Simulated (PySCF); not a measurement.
# Curvature of the energy in the electron number along group 14, charge +1

Calculated with PySCF 2.14, in aug-cc-pVDZ, non-relativistic, aug-cc-pV(D+d)Z, non-relativistic, aug-cc-pVDZ-PP with ECP10MDF, ECP, aug-cc-pVDZ-PP with ECP28MDF, ECP, aug-cc-pVDZ-PP with ECP60MDF, ECP: one orbital is emptied in steps, and each cell gives the departure of E from the straight line at half an electron, in eV (from a cubic fit). The exact functional gives zero.

| species | orbital | LDA | PBE | r2SCAN | PBE0 | BHandHLYP | LC-wPBE | wB97X | UHF |
| --- | --- | --- | --- | --- | --- | --- | --- | --- | --- |
| C⁺ | 2p alpha | -1.77 | -1.74 | -1.58 | -1.27 | -0.81 | -0.52 | -0.57 | 0.16 |
| Si⁺ | 3p alpha | -1.08 | -1.05 | -0.97 | -0.77 | -0.51 | -0.11 | -0.18 | 0.09 |
| Ge⁺ | 4p alpha | -1.05 | -1.01 | -0.95 | -0.74 | -0.50 | -0.09 | -0.18 | 0.08 |
| Sn⁺ | 5p alpha | -0.93 | -0.90 | -0.84 | -0.65 | -0.45 | -0.04 | -0.14 | 0.07 |
| Pb⁺ | 6p alpha | -0.90 | -0.87 | -0.79 | -0.63 | -0.44 | -0.03 | -0.12 | 0.06 |

Task: How does the mean departure depend on the functional?

Result: LDA -1.15 eV; PBE -1.12 eV; r2SCAN -1.02 eV; PBE0 -0.81 eV; BHandHLYP -0.54 eV; LC-wPBE -0.16 eV; wB97X -0.24 eV; UHF 0.09 eV. Semilocal functionals are convex (delocalisation error), Hartree-Fock is concave or straight, and exact exchange removes curvature roughly in proportion to its share, so among the functionals the range-separated hybrids usually come closest to zero.

No spin-orbit coupling is included.
